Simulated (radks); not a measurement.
Species: Co. Configuration: [Ar] 3d8 5p1 (not the ground configuration).

Method: Dirac Kohn-Sham, PBE, spin-unpolarised, spherical densities, finite nucleus; open shells are shared between the two j in proportion to 2j + 1; Fermi nuclear charge, rms radius 3.7875 fm; computed with a radial shooting solver on a logarithmic mesh with Libxc functionals.

Energy parts (hartree):
total: -1393.00202
kinetic: 1413.88168
electron-nucleus: -3339.57088
Hartree: 592.15953
exchange-correlation: -59.47234

Orbitals (lengths in bohr, moments of r in powers of bohr):
1s1/2: occ. 2; eigenvalue (hartree) -278.9912; <r^2> 0.004246; <1/r> 27.03; small-component weight 9.45e-03
2s1/2: occ. 2; eigenvalue (hartree) -33.01281; <r^2> 0.07697; <1/r> 5.839; small-component weight 1.75e-03
2p1/2: occ. 2; eigenvalue (hartree) -28.63861; <r^2> 0.06106; <1/r> 5.788; small-component weight 1.74e-03
2p3/2: occ. 4; eigenvalue (hartree) -28.09359; <r^2> 0.06265; <1/r> 5.676; small-component weight 1.71e-03
3s1/2: occ. 2; eigenvalue (hartree) -3.77437; <r^2> 0.6997; <1/r> 1.827; small-component weight 3.79e-04
3p1/2: occ. 2; eigenvalue (hartree) -2.47463; <r^2> 0.7897; <1/r> 1.693; small-component weight 3.36e-04
3p3/2: occ. 4; eigenvalue (hartree) -2.40769; <r^2> 0.8095; <1/r> 1.667; small-component weight 3.29e-04
3d3/2: occ. 3.2; eigenvalue (hartree) -0.34788; <r^2> 1.779; <1/r> 1.235; small-component weight 1.99e-04
3d5/2: occ. 4.8; eigenvalue (hartree) -0.34140; <r^2> 1.809; <1/r> 1.226; small-component weight 1.97e-04
5p1/2: occ. 0.333333; eigenvalue (hartree) -0.03760; <r^2> 137.2; <1/r> 0.1148; small-component weight 3.21e-06
5p3/2: occ. 0.666667; eigenvalue (hartree) -0.03728; <r^2> 138.2; <1/r> 0.1147; small-component weight 3.23e-06

The highest occupied level is 5p3/2 at -1.014 eV. The density falls to 0.001 e/bohr^3 at r = 3.51 bohr. The electron density at the nucleus is 1.722e+04 e/bohr^3.
